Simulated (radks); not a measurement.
Ionisation ladder of selenium, from Se to Se4+. Each ion is in the ground configuration listed by NIST, and IE = E(next ion) - E(this ion). Method: scalar-relativistic Kohn-Sham, PBE, spin-unpolarised, spherical densities, point nucleus; computed with a radial shooting solver on a logarithmic mesh with Libxc functionals.

species      configuration  E (hartree)  IE, Delta-SCF (eV)  -e(HOMO) (eV)  HOMO  <r> HOMO (bohr)  IE, NIST (eV)       kind  error (eV)
Se       [Ar] 3d10 4s2 4p4  -2429.96351              10.845          6.511    4p             2.30          9.752       exp.      +1.093
Se+      [Ar] 3d10 4s2 4p3  -2429.56496              20.348         15.407    4p             2.12          21.20       exp.      -0.848
Se2+     [Ar] 3d10 4s2 4p2  -2428.81717              30.869         25.464    4p             1.99          31.70       exp.      -0.828
Se3+     [Ar] 3d10 4s2 4p1  -2427.68277              42.184         36.415    4p             1.88         42.947       exp.      -0.763
Se4+         [Ar] 3d10 4s2  -2426.13252              68.572         61.723    4s             1.59           68.3  semi-emp.      +0.272

Reference values: NIST Atomic Spectra Database (exp. = measured, semi-emp. = semi-empirical, theory = theoretical value adopted there). Errors are taken from the NIST values before rounding. The ionisation energy per charge of the ion left behind rises most, in proportion, at Se4+ ([Ar] 3d10 4s2), from 10.546 to 13.714 eV. Against the entries that are not theoretical the mean signed error is +0.6 % and the largest +11.2 %. Spin polarisation and multiplet splitting are left out, so open shells lie too high by an amount that depends on their filling.

Beside tabulated values, note that spin-unpolarised runs miss the spin-polarisation part of the exchange energy of open shells.
